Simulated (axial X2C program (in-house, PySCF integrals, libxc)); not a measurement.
What spin–orbit coupling does to NaSn⁻

Computed with an axial X2C code built on PySCF integrals. Spin-free means the one-electron spin-free X2C Hamiltonian; two-component (2c) means X2C with spin–orbit coupling and atomic mean-field two-electron Coulomb and Gaunt terms, so the difference of the two also holds small scalar two-electron terms. Basis: Sn dyall-acv3z [12s13p10d5f1g], Na dyall-av3z [10s9p5d2f] (cores contracted in-house); Gaussian nuclei, density fitting, unrestricted open shells. Masses: Sn 119.902 u, Na 22.990 u.

Spin-free state: M_S = 1, Λ = 0 (beyond evenly filled blocks: π+α, π-α); fragments Sn- + Na.

```
  level  Re (Å)  ωe (cm⁻¹)  De (eV)  μ (D)
   PBE0   3.093      143.4    0.934  -4.07
     HF   3.262      121.5    0.665  -6.58
   CCSD   3.184      135.2    0.840    n/a
CCSD(T)   3.176      136.8    0.858    n/a
  B97-3   3.092      145.1    1.054  -3.72
```

Correlated methods: 6 electrons correlated (number of frozen shells: Sn 4 s, 3 p, 2 d; Na 2 s, 1 p), 330 virtual spin orbitals or spinors in MP2, 83 natural virtuals in coupled cluster.

Dipoles are positive if Na is the positive end and refer to the centre of mass.

Two-component determinant lowest at the distance of the search:

Ω = 1 (⟨Sz⟩ = 0.99, ⟨Lz⟩ = 0.01 at HF); fragments Sn- + Na.

```csv
level,Re (Å),ωe (cm⁻¹),De (eV),μ (D)
PBE0,3.093,143.2,0.930,-4.13
HF,3.261,121.6,0.665,-6.60
CCSD,3.184,135.0,0.837,n/a
CCSD(T),3.177,136.5,0.855,n/a
B97-3,3.093,144.4,1.038,-3.80
```

Problem. From the two tables, how do the constants change at the CCSD(T) level (2c against spin-free)?

Solution. At the CCSD(T) level Re is unchanged within 0.001 Å and ωe falls by 0.3 cm⁻¹; De changes by -0.003 eV.

The state is a single determinant with fixed occupations, the lowest that a limited PBE0 search found. Dissociation energies refer to the lowest single-determinant-based atoms at the same level and basis. Density functionals use the spin component along the axis (collinear). Coupled cluster ran in a truncated set of natural virtual spinors; the MP2 energy of the rest was added. (T) has no such correction and the atoms are truncated less, which lowers De at CCSD(T) by a hundredth of an eV or more. PBE0 can misorder states that lie within some tenths of an eV, so this need not be the ground state of the molecule. The nearest other spin-free determinant of the search, M_S = 2, Λ = 0, lies 0.34 eV up at the distance of the search. Without a current term, density functionals place determinants with orbital angular momentum somewhat too high. With several unpaired electrons one determinant need not be a pure state. Open-shell Ω = 0 determinants with evenly filled partner blocks cannot be reached by this program, so the Ω shown need not be the lowest component. This is the Ω = 1 component of a π² triplet; the 0⁺ component is not one determinant and can lie lowest. The highest occupied level of some functionals is positive through self-interaction error; at Hartree–Fock it is bound. The determinant is spin-polarised beyond a pure state at some levels (its spin-free form has ⟨S²⟩ too high), which makes Re and μ there less reliable. The T1 diagnostic is large, a sign of multireference character. With the outer-core shells frozen, correlated bond lengths of heavy atoms tend to come out a few hundredths of an ångström too long. Hartree–Fock gets electron affinities wrong, so its lowest charge split need not be the true one.
